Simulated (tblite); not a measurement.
Compound: C5H11FSi3.
SMILES with atom numbers: `[CH:1]#[C:2][C@@H:3]1[CH2:4][SiH2:5][SiH2:6][C@@H:7]([F:8])[SiH2:9]1` (hydrogens: H10 on C1; H11 on C3; H12, H13 on C4; H14, H15 on Si5; H16, H17 on Si6; H18 on C7; H19, H20 on Si9)

Cartesian coordinates in Å at the GFN2-xTB level; atoms count from 1:
```
atom  x, y, z in Å
C1    -3.6734    0.2635   -0.8299
C2    -2.5690    0.1483   -0.3811
C3    -1.2233    0.0539    0.1402
C4    -0.5329    1.4248    0.0281
Si5    1.1087    1.5491    1.0021
Si6    2.5105   -0.1173    0.2150
C7     1.3705   -1.6632    0.0485
F8     1.1110   -2.1255    1.3519
Si9   -0.3310   -1.3692   -0.7861
H10   -4.6471    0.3559   -1.2091
H11   -1.3055   -0.2142    1.2011
H12   -1.2252    2.1909    0.3905
H13   -0.3617    1.6506   -1.0274
H14    1.6350    2.9073    0.8005
H15    0.7764    1.4407    2.4316
H16    3.0487    0.0920   -1.1384
H17    3.6384   -0.5069    1.0684
H18    1.8889   -2.4920   -0.4414
H19   -1.1405   -2.5852   -0.6847
H20   -0.0838   -0.9927   -2.1827
```

Calculated harmonic vibrations of the isolated species, GFN2-xTB (tblite), most abundant isotopes, no scaling. This tight-binding method is rough: wavenumbers can miss measured ones by several per cent, in bad cases by 10 to 20. Modes of hydrogen on silicon can be 10 to 20 % off. One conformer, not necessarily the lowest.

Harmonic wavenumbers (cm⁻¹): 45.7, 63.4, 101.0, 124.6, 157.2, 162.9, 223.6, 249.5, 272.0, 338.2, 366.9, 386.8, 415.6, 440.9, 449.0, 486.2, 540.6, 550.7, 570.5, 588.3, 602.0, 621.5, 648.9, 669.9, 702.3, 739.9, 750.3, 761.8, 782.4, 798.1, 810.5, 816.8, 965.9, 1008.3, 1055.3, 1065.6, 1085.9, 1191.1, 1237.4, 1256.4, 1287.8, 1487.1, 2173.8, 2190.8, 2195.2, 2220.5, 2242.1, 2268.7, 2280.5, 2895.1, 2919.1, 2939.3, 2965.0, 3394.0.

A = 1407, B = 749.1, C = 560.0 MHz; mass 174.015 u (most abundant isotopes); point group C1, symmetry number 1.

Question: What is the zero-point energy?

Answer: ½Σν̃ = 28781 cm⁻¹ = 344.30 kJ/mol.

Question: Entropy at 298.15 K, 1 bar (ideal gas, RRHO, classical rotation)?

Answer: Translation 173.20, rotation 128.35, vibration 162.37: S = 463.9 J/(mol K).

Question: And Cp and H(298.15 K) − H(0)?

Answer: Cp = 215.04 J/(mol K), of which vibrations give 181.79 (their classical limit is 54 R = 449.0); H(298.15 K) − H(0) = 36.50 kJ/mol without the zero-point energy, 26.58 from vibrations.

Question: Which modes carry the vibrational entropy at 298.15 K?

Answer: 45.7 cm⁻¹: 20.90; 63.4 cm⁻¹: 18.19; 101.0 cm⁻¹: 14.37; 124.6 cm⁻¹: 12.67; 157.2 cm⁻¹: 10.81; 162.9 cm⁻¹: 10.53 J/(mol K); the other 48 give 74.90 together.

Question: How do the functions run with temperature in this model?

Answer: 
```csv
T (K),S (J/(mol K)),Cp (J/(mol K)),H − H(0) (kJ/mol),G − H(0) (kJ/mol),ln q(vib)
100,307.7,90.0,5.90,-24.87,2.02
200,390.1,156.2,18.17,-59.86,5.32
300,465.3,216.0,36.90,-102.68,8.87
500,596.1,295.5,88.81,-209.25,16.00
800,750.9,361.9,188.40,-412.34,25.77
1000,834.8,389.8,263.72,-571.13,31.58
```

q(vib) and H(0) count from the zero-point level.

Hindered rotation and anharmonicity are outside this model. Other conformers, if any are populated, would add a mixing term that is left out. The structure is chiral; the term R ln 2 for an equal mix with its mirror image is left out.

The run took 2.0 s on one thread of an Arm Neoverse N1, no GPU, shared host with 64 logical CPUs at a one-minute load of 59. This covers the Hessian and the dipole derivatives.
